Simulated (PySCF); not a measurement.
C2H3O2 (SMILES [CH2]OC=O), doublet, geometry from GFN2-xTB. Base run: PySCF with R2SCAN/def2-SV(P).

The PySCF input:
```python
from pyscf import gto, scf, dft

mol = gto.M(
    atom='''
C    -1.38730835   -0.35068916   -0.27448655
O    -0.18346093   -0.82611593    0.05180795
C     0.85781086    0.00885997    0.19322336
O     0.82326193    1.20180409    0.05060414
H    -1.52464209    0.70461094   -0.42482510
H    -2.16340718   -1.08161582   -0.36761887
H     1.74662620   -0.57752527    0.46072643
''',
    basis='def2-sv(p)',
    spin=1,
    verbose=4,
)

mf = dft.UKS(mol)
mf.xc = 'r2scan'
mf.kernel()
```

The base run was repeated with changes; each row names its change, and settings that it needs were set with it.

| change | ΔE vs base (mEh) | fitting functions | dipole (D) |
|---|---|---|---|
| base | 0.000 | - | 1.82 |
| auxbasis = even-tempered beta=3.0 | -0.654 | 341 | 1.82 |
| auxbasis = default (with mf = mf.density_fit()) | -0.181 | 229 | 1.82 |
| auxbasis = def2-universal-jfit | -0.181 | 229 | 1.82 |
| auxbasis = cc-pvtz-ri | -0.298 | 414 | 1.82 |
| auxbasis = def2-tzvp-ri | -0.243 | 349 | 1.82 |
| auxbasis = autoaux | -0.262 | 471 | 1.82 |
| auxbasis = def2-svp-ri | -14.809 | 234 | 1.82 |
| auxbasis = cc-pvtz-jkfit | -0.094 | 406 | 1.82 |
| auxbasis = cc-pvqz-jkfit | -0.050 | 577 | 1.82 |

A fitting set is made for a task (jfit for Coulomb, jkfit for Coulomb and exchange, ri for correlation) and for a family of orbital bases.

Open shells are given as the SCF converged; they aren't shown to be the lowest states, and a large step between rows can be another state.
